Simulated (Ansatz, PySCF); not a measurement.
Zr(Cl)2(NH2)(Me) (CH5Cl2NZr), SMILES [CH3][Zr]([NH2])([Cl])[Cl], multiplicity 1. Atoms are numbered in the order given.

```xyz
10

Zr     0.0520    -0.1734     0.0000
Cl     0.0021     0.9991    -2.0447
Cl     0.0021     0.9991     2.0447
N      1.5378    -1.5105     0.0000
H      1.9929    -1.8928    -0.8280
H      1.9929    -1.8928     0.8280
C     -1.7609    -1.4170     0.0000
H     -2.6579    -0.7710     0.0000
H     -1.8068    -2.0662     0.8918
H     -1.8068    -2.0662    -0.8918
```

The structure is a stationary point at PBE0-D3(BJ)/def2-SVP. The multiplicity is an assumed one; no other spin state was optimised. The structure was generated by enumeration; whether it is a known compound was not checked. The def2 effective core potentials stand for the cores of Zr; spin–orbit coupling is left out. Other conformers were not sampled.

Two levels are set side by side: PBE-D3(BJ)/def2-SVP (Ansatz, an electronic-structure program) and PBE0-D3(BJ)/def2-SVP (Ansatz). Each level has its own optimised geometry; the coordinates shown are those of the second. Frequencies come from the Hessian of PySCF at each geometry. Differences are taken from unrounded values.

| quantity | PBE0-D3(BJ) | PBE-D3(BJ) | PBE-D3(BJ) minus PBE0-D3(BJ) |
|---|---|---|---|
| mean bond length (Å) | 1.585 | 1.594 | 0.009 |
| bond Zr1–Cl2 (Å) | 2.357 | 2.366 | 0.008 |
| bond Zr1–Cl3 (Å) | 2.357 | 2.366 | 0.008 |
| bond Zr1–N4 (Å) | 1.999 | 2.013 | 0.014 |
| bond Zr1–C7 (Å) | 2.198 | 2.210 | 0.012 |
| bond N4–H5 (Å) | 1.019 | 1.028 | 0.009 |
| bond N4–H6 (Å) | 1.019 | 1.028 | 0.009 |
| bond C7–H8 (Å) | 1.105 | 1.114 | 0.008 |
| bond C7–H9 (Å) | 1.104 | 1.112 | 0.008 |
| bond C7–H10 (Å) | 1.104 | 1.112 | 0.008 |
| highest harmonic wavenumber (cm⁻¹) | 3651 | 3533 | -118 |
| mean harmonic wavenumber (cm⁻¹) | 1115 | 1080 | -35 |
| zero-point energy (kcal/mol) | 38.27 | 37.06 | -1.20 |

GGA bonds tend to be longer and softer than those of functionals with exact exchange. Differences between two approximate levels are no errors against the true value.
